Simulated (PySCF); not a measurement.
Work out the structure from these simulated measurements.

Formula: C7H12.

| Quantity | Value |
| --- | --- |
| Triplet | lowest triplet excitation (Tamm–Dancoff): 4.43 eV [TDA wB97X-D/def2-SVPD] |
| Valence photoelectron | vertical ionisation energy: 8.99 eV [ΔSCF wB97X-D/def2-SVPD] |
| 1H NMR | chemical shifts (computed TMS as zero) by class: 4.95 (2 H), 2.04 (4 H), 1.44 (4 H), 1.42 (2 H) ppm [GIAO PBE0/pcSseg-1] |
| Dipole | 0.70 D [wB97X-D/def2-SVPD] |
| Polarisability | 82.4 au [wB97X-D/def2-SVPD] |
| Couplings | largest of the computed one-bond spin–spin couplings (means over like bonds): 13C–1H +165.5 (×2), 13C–1H +133.0 (×4), 13C–1H +132.5 (×4), 13C–1H +131.3 (×2), 13C–13C +78.5, 13C–13C +41.7 (×2), 13C–13C +34.9 (×2), 13C–13C +33.5 (×2) Hz [B3LYP/pcJ-1, spin–dipole term left out] |
| Rotational structure | rotational constants A, B, C: 4.121, 2.485, 1.753 GHz [PBE0-D3(BJ)/def2-SVP] |
| UV, first state | lowest singlet excitation: 7.00 eV (177 nm, f = 0.330) [TDDFT wB97X-D/def2-SVPD] |
| 13C NMR | chemical shifts (computed TMS as zero) by class: 158.1 (1 C), 114.6 (1 C), 38.3 (2 C), 30.9 (2 C), 28.7 (1 C) ppm [GIAO PBE0/pcSseg-1] |

The electronic properties come from PySCF, for the isolated species, density fitting. Levels stand in brackets. Geometry: PBE0-D3(BJ)/def2-SVP, one conformer, isolated molecule. Each NMR value is the plain mean over a class of atoms that symmetry, rotation or inversion makes alike.

Task: Propose a structure and show how it fits.

Result: Numbering: `[CH2:1]=[C:2]1[CH2:3][CH2:4][CH2:5][CH2:6][CH2:7]1`. Its formula, C7H12, gives 2 degrees of unsaturation: 1 ring and 1 π bond in the structure found. 7 carbons fall into 5 classes; from least to most shielded: fully substituted alkene carbon [C2] (158.1 ppm), terminal =CH2 carbon [C1] (114.6 ppm), allylic carbon [C3/C7] (38.3 ppm, 2 C), ring CH2 carbon [C4/C6] (30.9 ppm, 2 C), ring CH2 carbon [C5] (28.7 ppm). Hydrogen classes from least to most shielded: 2 H on a terminal =CH2 carbon, C1 (4.95 ppm), 4 H on 2 allylic carbons, C3/C7 (2.04 ppm), 4 H on 2 ring CH2 carbons, C4/C6 (1.44 ppm), 2 H on a ring CH2 carbon, C5 (1.42 ppm). The couplings run between: +165.5 Hz, terminal =CH2 carbon [C1] and its hydrogen (with 1 like pair); +133.0 Hz, ring CH2 carbon [C4] and its hydrogen (with 3 like pairs); +132.5 Hz, allylic carbon [C3] and its hydrogen (with 3 like pairs); +131.3 Hz, ring CH2 carbon [C5] and its hydrogen (with 1 like pair); +78.5 Hz, terminal =CH2 carbon [C1] and fully substituted alkene carbon [C2]; +41.7 Hz, fully substituted alkene carbon [C2] and allylic carbon [C3] (with 1 like pair); +34.9 Hz, ring CH2 carbon [C4] and ring CH2 carbon [C5] (with 1 like pair); +33.5 Hz, allylic carbon [C3] and ring CH2 carbon [C4] (with 1 like pair). The first electron is taken from the HOMO, whose largest Löwdin shares are 0.37 on the terminal =CH2 carbon, 0.31 on the fully substituted alkene carbon and 0.06 on each of 2 atoms of one kind (allylic carbon). The optimised geometry has point group Cs and is an asymmetric top. Structure: methylenecyclohexane, `C=C1CCCCC1`. Computed isomers that give other values at the same levels: `C1CC2(C1)CCC2` (rotational constant A: 5.462 GHz; this holds for the one conformer computed); `C1C[C@H]2C[C@@H](C1)C2` (13C chemical shifts (computed TMS as zero) by class: 35.5 (2 C), 34.6 (2 C), 32.0 (2 C), 18.3 (1 C) ppm); `C=CC(=C)C(C)C` (13C chemical shifts (computed TMS as zero) by class: 160.9 (1 C), 147.8 (1 C), 122.5 (1 C), 119.3 (1 C), 29.2 (1 C), 23.6 (2 C) ppm). The assignments are read from this structure; whether some other isomer fits the data as well wasn't checked.
